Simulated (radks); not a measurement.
Valence configurations of Te I (all share [Kr]). All-electron calculation, scalar-relativistic Kohn-Sham, PBEsol, spin-polarised, spherical densities, finite nucleus; open shells are filled with parallel spins first (spin-orbit coupling, left out, can overturn this in heavy ions); Fermi nuclear charge, rms radius 4.7423 fm. Program: a radial shooting solver on a logarithmic mesh with Libxc functionals. Energies are relative to 4d10 5s2 5p4; eigenvalues in eV for spin up.

| valence | E (eV) | moment (Bohr magnetons) | e(4d) | e(5p) | e(5s) |
|---|---|---|---|---|---|
| 4d10 5s2 5p4 | 0.000 | 2 | -41.587 | -6.470 | -15.636 |
| 4d10 5s1.5 5p4.5 | 4.611 | 2 | -42.315 | -6.765 | -16.084 |
| 4d10 5s1 5p5 | 9.239 | 2 | -43.038 | -7.061 | -16.529 |
| 4d9.5 5s2 5p4.5 | 18.629 | 2 | -44.936 | -6.915 | -16.513 |
| 4d10 5p6 | 19.382 | 0 | -44.219 | -7.036 | - |
| 4d9.5 5s1.5 5p5 | 23.416 | 2 | -45.638 | -7.199 | -16.941 |
| 4d9.5 5s0.5 5p6 | 33.509 | 1 | -46.907 | -7.467 | -17.402 |
| 4d9 5s2 5p5 | 38.361 | 2 | -48.274 | -7.345 | -17.359 |
| 4d8.5 5s1.5 5p6 | 64.329 | 2 | -52.265 | -8.031 | -18.574 |

NIST lists [Kr] 4d10 5s2 5p4 as the ground configuration; this level of theory agrees among the configurations tried. The energies are those of spherical high-spin densities, not of single terms.
